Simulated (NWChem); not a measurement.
System: C₄H₁₂Ge; SMILES [CH3][Ge]([CH3])([CH3])[CH3]

Computed with NWChem. Structure relaxed at the B3LYP/6-31G* (spherical d) level.

Question: Predict the results for revPBE/def2-SVP. Quantities: highest occupied level (eV); orbital gap (eV).

Answer: The highest occupied level (eV) is -6.69 and the orbital gap (eV) is 7.44.
